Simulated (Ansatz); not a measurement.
Na₃Br₄. Charge 0, multiplicity 2. Geometry r2SCAN-D4/def2-SVP; atoms count from 1.

```xyz
7

Na   -1.995   -1.024    0.849
Na    1.613    1.533    0.891
Na    0.348   -0.457   -1.993
Br    0.870   -1.250    1.256
Br   -2.185   -1.365   -1.773
Br   -0.693    0.937    2.494
Br    2.042    1.626   -1.723
```

In the doublet, Br4 and Br6 lie 2.96 Å apart (atoms count from 1), so these atoms are partly bonded to each other. Another isomer (doublet) lies 0.05 eV lower at PBE0-D4/def2-TZVP; other spin states weren't run for this one.

Problem. Estimate the Mulliken populations from the PBE0/def2-TZVP orbitals of Ansatz.

Solution. 
| atom | charge (e) | spin (α − β) |
| --- | --- | --- |
| Na1 | 0.63 | -0.01 |
| Na2 | 0.63 | -0.01 |
| Na3 | 0.64 | 0.00 |
| Br4 | -0.30 | 0.51 |
| Br5 | -0.64 | 0.00 |
| Br6 | -0.31 | 0.51 |
| Br7 | -0.64 | 0.00 |
Mulliken values depend strongly on the basis.

Problem. Where does the spin sit?

Solution. Summed by element: Na -0.02, Br 1.02, of 1 unpaired in all. Largest on single atoms: Br4 0.51, Br6 0.51, Na1 -0.01.

Problem. And the Mayer bond orders between heavy atoms (over 0.3)?

Solution. Na1–Br5 0.36 (2.65 Å); Na2–Br7 0.36 (2.65 Å); Na3–Br5 0.31 (2.70 Å); Na3–Br7 0.31 (2.70 Å); Br4–Br6 0.48 (2.96 Å).
